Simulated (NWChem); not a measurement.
System: phosphine (PH$_{3}$); SMILES P

NWChem input:

```
start job
memory heap 200 mb stack 700 mb global 900 mb
geometry units angstroms noautosym nocenter noautoz
  P      0.000000     0.000000     0.132385
  H     -0.777774     0.908682    -0.641675
  H      1.175829     0.219230    -0.641675
  H     -0.398055    -1.127913    -0.641675
end
basis spherical
  * library 6-311g**
end
dft
  xc b3lyp
  iterations 150
end
property
  shielding 2 1 2
end
task dft property
```

Structure relaxed at the B3LYP/6-31G* (spherical d) level. Not confirmed as a minimum by frequencies.

GIAO values for the isolated, static molecule; σ is the absolute isotropic shielding.

Atoms are numbered as in the input.

**Question.** What results follow from this input? (B3LYP/6-311G** (spherical d), GIAO.) Quantities: σ P1 (ppm); σ H2 (ppm).

**Answer.** 
| Property | Value |
|---|---|
| σ P1 (ppm) | 564.0 |
| σ H2 (ppm) | 29.66 |
